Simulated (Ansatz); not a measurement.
The cluster NbO2. Charge 0, multiplicity 2. Geometry PBE0-D4/def2-TZVP, basis def2-TZVP, Ansatz.

```xyz
3

Nb    0.095   -0.215   -0.650
O    -1.244   -0.512    0.355
O     1.149    0.726    0.295
```

```csv
run,HOMO (eV),LUMO (eV)
A,-6.00,-3.01
B,-5.35,-3.80
C,-7.98,-1.69
D,-7.93,-1.18
E,-5.83,-3.47
F,-5.01,-3.84
```

In the def2 sets Nb takes a core potential; there is no spin–orbit coupling. B3LYP takes the VWN-RPA correlation. The structure comes from a short search, and lower isomers may exist.

HOMO and LUMO are taken over both spins.

**Question.** The runs used B3LYP, PBE, PBE0, r2SCAN, ωB97M-V, ωB97X-V. Estimate which is which.

**Answer.** A PBE0 (25 % exact exchange); B r2SCAN (0 % exact exchange); C ωB97M-V (range-separated); D ωB97X-V (range-separated); E B3LYP (20 % exact exchange); F PBE (0 % exact exchange). Exact exchange lowers occupied and raises empty levels; among semilocal functionals meta-GGAs tend to open the gap a little, and such runs are hard to tell apart. The gap grows from 1.17 eV (PBE) to 6.75 eV (ωB97X-V).
